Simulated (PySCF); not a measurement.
C2H11NSi2.
Bonds: C1–C2, C2–Si3, Si3–Si4, Si4–N5. Hydrogens: H6, H7, H8 on C1; H9, H10 on C2; H11, H12 on Si3; H13, H14 on Si4; H15, H16 on N5.

The same species was optimised twice, with GFN2-xTB and with PBE0-D3(BJ)/def2-SVP (PySCF), and the same property calculations (PySCF, gas phase) were run on both structures.

| coordinate | GFN2-xTB | PBE0-D3(BJ)/def2-SVP | change |
| --- | --- | --- | --- |
| Si3–Si4 (Å) | 2.307 | 2.351 | +0.044 |
| Si4–H13 (Å) | 1.468 | 1.498 | +0.030 |
| Si3–H12 (Å) | 1.472 | 1.500 | +0.028 |
| Si4–H14 (Å) | 1.479 | 1.506 | +0.027 |
| Si3–H11 (Å) | 1.474 | 1.500 | +0.026 |
| C2–Si3 (Å) | 1.909 | 1.894 | -0.015 |
| Si4–N5 (Å) | 1.730 | 1.744 | +0.014 |
| C1–H7 (Å) | 1.088 | 1.102 | +0.014 |
| C1–H6 (Å) | 1.088 | 1.102 | +0.014 |
| C2–H10 (Å) | 1.092 | 1.104 | +0.012 |
| C2–H9 (Å) | 1.092 | 1.104 | +0.012 |
| C1–H8 (Å) | 1.090 | 1.102 | +0.012 |
| N5–H16 (Å) | 1.008 | 1.015 | +0.007 |
| N5–H15 (Å) | 1.008 | 1.015 | +0.007 |
| C1–C2 (Å) | 1.524 | 1.526 | +0.002 |
| Si3–Si4–H13 (°) | 115.9 | 110.4 | -5.5 |
| N5–Si4–H13 (°) | 102.6 | 107.0 | +4.4 |
| C2–Si3–H11 (°) | 106.3 | 110.2 | +3.9 |
| C2–Si3–Si4 (°) | 112.7 | 108.9 | -3.8 |
| C2–Si3–H12 (°) | 107.1 | 110.6 | +3.5 |
| Si4–Si3–H11 (°) | 113.7 | 110.8 | -2.9 |
| N5–Si4–H14 (°) | 113.4 | 116.0 | +2.6 |
| Si3–C2–H9 (°) | 109.9 | 107.3 | -2.6 |
| C1–C2–Si3–Si4 (°) | 54 | 52 | -2 |
| C2–Si3–Si4–N5 (°) | 28 | 36 | +8 |

Rotational constants: A = 3881, B = 1866, C = 1467 MHz (GFN2-xTB) against A = 3737, B = 1884, C = 1489 MHz (PBE0-D3(BJ)/def2-SVP). Point groups within 0.08 Å: C1 and C1.

On the GFN2-xTB structure: lowest singlet, TDDFT (eV) 5.86 [CAM-B3LYP/def2-SVPD]; lowest triplet, Tamm–Dancoff (eV) 5.49 [CAM-B3LYP/def2-SVPD]; isotropic polarisability (au) 88.7 [CAM-B3LYP/def2-SVPD]; HOMO (eV) -8.70 [CAM-B3LYP/def2-SVPD]; LUMO (eV) 0.57 [CAM-B3LYP/def2-SVPD]; dipole (D) 1.31 [CAM-B3LYP/def2-SVPD]; HOMO (eV) -7.24 [PBE0/pcSseg-1]; LUMO (eV) -0.16 [PBE0/pcSseg-1]; dipole (D) 1.40 [PBE0/pcSseg-1]; GIAO shielding of C1 (ppm) 174.0 [PBE0/pcSseg-1]; GIAO shielding of C2 (ppm) 182.1 [PBE0/pcSseg-1]; GIAO shielding of Si3 (ppm) 427.1 [PBE0/pcSseg-1]; GIAO shielding of Si4 (ppm) 405.1 [PBE0/pcSseg-1]; GIAO shielding of N5 (ppm) 271.6 [PBE0/pcSseg-1].

**Question.** What do these properties become on the PBE0-D3(BJ)/def2-SVP structure?

**Answer.** 
```tsv
property	level	on GFN2-xTB	on PBE0-D3(BJ)/def2-SVP	change
lowest singlet, TDDFT (eV)	CAM-B3LYP/def2-SVPD	5.86	5.92	+0.06
lowest triplet, Tamm–Dancoff (eV)	CAM-B3LYP/def2-SVPD	5.49	5.52	+0.03
isotropic polarisability (au)	CAM-B3LYP/def2-SVPD	88.7	91.0	+2.3
HOMO (eV)	CAM-B3LYP/def2-SVPD	-8.70	-8.60	+0.10
LUMO (eV)	CAM-B3LYP/def2-SVPD	0.57	0.68	+0.11
dipole (D)	CAM-B3LYP/def2-SVPD	1.31	1.41	+0.10
energy, GFN2-xTB geometry as zero (kcal/mol)	CAM-B3LYP/def2-SVPD	0.0	-2.4	-2.4
HOMO (eV)	PBE0/pcSseg-1	-7.24	-7.22	+0.02
LUMO (eV)	PBE0/pcSseg-1	-0.16	0.05	+0.21
dipole (D)	PBE0/pcSseg-1	1.40	1.52	+0.12
energy, GFN2-xTB geometry as zero (kcal/mol)	PBE0/pcSseg-1	0.0	-2.5	-2.5
GIAO shielding of C1 (ppm)	PBE0/pcSseg-1	174.0	172.8	-1.2
GIAO shielding of C2 (ppm)	PBE0/pcSseg-1	182.1	182.3	+0.2
GIAO shielding of Si3 (ppm)	PBE0/pcSseg-1	427.1	418.5	-8.6
GIAO shielding of Si4 (ppm)	PBE0/pcSseg-1	405.1	402.9	-2.2
GIAO shielding of N5 (ppm)	PBE0/pcSseg-1	271.6	268.4	-3.2
```

The heavy atoms differ by 0.056 Å rms after alignment. Among all bonds Si3–Si4 changes most (+0.044 Å). Changes are differences of the printed values. Neither structure is proved a minimum here.

Shape of the structure used: `[CH3:1][CH2:2][SiH2:3][SiH2:4][NH2:5]`: C1–C2–Si3–Si4 52°, C2–Si3–Si4–N5 36°, H–N5–Si4–Si3 52°, H–N5–Si4–Si3 -171°.
